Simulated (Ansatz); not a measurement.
`[SH][Ge][Br]` + H–F → `[F][Ge][SH]` + HBr at 500 K and 1 bar (ligand exchange at a Ge–Br bond).

Isolated molecules relaxed with PBE0-D4/def2-TZVP in Ansatz; ΔE leaves out vibrations. CCSD(T)/CBS adds triple-zeta CCSD(T) − MP2 to the extrapolated MP2 energy (def2 sets, frozen cores). This one scheme is used for every species. For Br, Ge outer-core shells are correlated without core-valence functions, which leaves a few kJ/mol of doubt a bond. Scalar relativity is left out up to krypton. Each species was taken in one conformer, which may not be the lowest.

```csv
species,CCSD(T)/CBS energy (Eh),H − E (kJ/mol),S (J/(mol·K))
`[SH][Ge][Br]`,-5047.87083,55.7,354.8
H–F,-100.39570,39.4,188.7
`[F][Ge][SH]`,-2574.33845,57.0,329.6
HBr,-2573.91920,30.5,213.7
```

H − E and S are ideal-gas, rigid-rotor, harmonic terms from PBE0-D4/def2-TZVP, for one conformer and one mirror image of each species. 1 Eh = 2625.50 kJ/mol, R = 8.31446 J/(mol·K).

**Question.** By hand: ΔE, ΔH, ΔS and ΔG.

**Answer.** ΔE = (-2574.33845) + (-2573.91920) − (-5047.87083) − (-100.39570) = 0.00888 Eh = 23.3 kJ/mol. Δ(H − E) = 57.0 + 30.5 − 55.7 − 39.4 = -7.6, so ΔH = 15.7 kJ/mol. ΔS = 329.6 + 213.7 − 354.8 − 188.7 = -0.2 J/(mol·K). ΔG = 15.7 − 500 × (-0.2)/1000 = 15.8 kJ/mol.

**Question.** By hand: the equilibrium constant, and the temperature at which ΔG would vanish if ΔH and ΔS stayed fixed.

**Answer.** log₁₀ K = −ΔG/(RT ln 10) = -1.7. ΔH and −TΔS have one sign here, so there is no such temperature.

The number of gas molecules stays the same, so ΔS is small and ΔH decides. A doubt of 5 kJ/mol in ΔE shifts log₁₀ K by 0.5 here. Other conformers and mirror images would add mixing entropy, several J/(mol·K) or more a flexible species. These are equilibria of isolated gas molecules and say nothing of rates. Largest T1 diagnostic: 0.015 (customary marks: 0.02 for closed shells, 0.045 for open ones).

ΔS is within the doubt of such terms, so its sign, and with it that verdict, could turn.
